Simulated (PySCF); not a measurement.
Species: C3H6Se.
Atom-mapped SMILES: `[CH2:1]=[CH:2][CH2:3][SeH:4]` (hydrogens: H5, H6 on C1; H7 on C2; H8, H9 on C3; H10 on Se4)

Geometry (PBE0-D3(BJ)/def2-SVP, Å), atoms numbered from 1 in this order:
```xyz
10
C3H6Se angstrom
C     -1.3410   -1.0421    0.1109
C     -0.4423   -0.1717    0.5766
C      0.2384    0.8557   -0.2545
Se     2.1868    0.5907   -0.3324
H     -1.6443   -1.0425   -0.9413
H     -1.8071   -1.7838    0.7642
H     -0.1508   -0.2048    1.6331
H      0.1405    1.8609    0.1851
H     -0.1603    0.8902   -1.2779
H      2.0919   -0.7656   -0.8938
```

Level of theory: PySCF, TDDFT CAM-B3LYP/def2-SVPD, vertical, gas phase, core orbitals frozen in the response. Relativistic effects, spin–orbit coupling among them, are left out although an element past zinc is present.

Transition dipole moments from the ground state, in atomic units and in the frame of the coordinates above (overall signs are arbitrary), for the states with f of 0.002 or more among the lowest 7:

```csv
state,E (hartree),μx,μy,μz
S1,0.1745,0.113,0.075,0.054
S2,0.2014,-0.259,-0.292,0.476
S3,0.2349,0.376,0.256,0.021
S4,0.2429,-0.854,-0.463,-0.066
S5,0.2527,0.521,0.105,0.163
S6,0.2578,0.695,0.329,-0.353
S7,0.2627,1.114,0.610,0.263
```

**Question.** What oscillator strength does each state have?

**Answer.** f = (2/3) ΔE |μ|² with ΔE in hartree (27.2114 eV).

| state | \|μ\|² (au) | \|μ\| (D) | f |
| --- | --- | --- | --- |
| S1 | 0.021 | 0.37 | 0.003 |
| S2 | 0.379 | 1.56 | 0.051 |
| S3 | 0.207 | 1.16 | 0.032 |
| S4 | 0.949 | 2.48 | 0.154 |
| S5 | 0.309 | 1.41 | 0.052 |
| S6 | 0.717 | 2.15 | 0.123 |
| S7 | 1.682 | 3.30 | 0.295 |

**Question.** Which bond between heavy atoms lies closest to the direction of the S7 transition dipole?

**Answer.** C1–C2, at 17° from it; next C3–Se4 at 39°.

**Question.** What angle do the transition dipoles of S4 and S7 make?

**Answer.** |cos θ| = |μa·μb| / (|μa| |μb|) = 0.99, so θ ≈ 8° (taken between 0 and 90°, since the signs are arbitrary).

**Question.** How is the summed strength of these states shared among x, y and z?

**Answer.** (2/3) Σ ΔE μα² gives 0.497 for x, 0.143 for y and 0.070 for z, 0.709 in all.

**Question.** What peak molar absorption coefficient would the strongest computed level give as a lone Gaussian band 0.3 eV wide at half height?

**Answer.** ε(max) = 2.175×10⁸ f / FWHM, with the width in cm⁻¹. S7: 2.175×10⁸ × 0.2946 / 2420 ≈ 26000 L mol⁻¹ cm⁻¹.

All these states lie below the vertical ionisation energy of 8.88 eV (ΔSCF).

One conformer stands for the species.
